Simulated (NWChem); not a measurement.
SiH2Cl2; SMILES Cl[SiH2]Cl

Program: NWChem. All runs use the structure optimised with PBE0/def2-SVP. Static field.

For level B3LYP/Sadlej pVTZ:

```
Quantity                          Result
--------------------------------  ------
isotropic polarisability (bohr³)    55.4
anisotropy (bohr³)                  15.6
```

Problem. Estimate the same quantities for level LDA (Slater exchange, VWN5)/Sadlej pVTZ.

Solution. The isotropic polarisability (bohr³) comes out as 57.9 and the anisotropy (bohr³) comes out as 16.8.
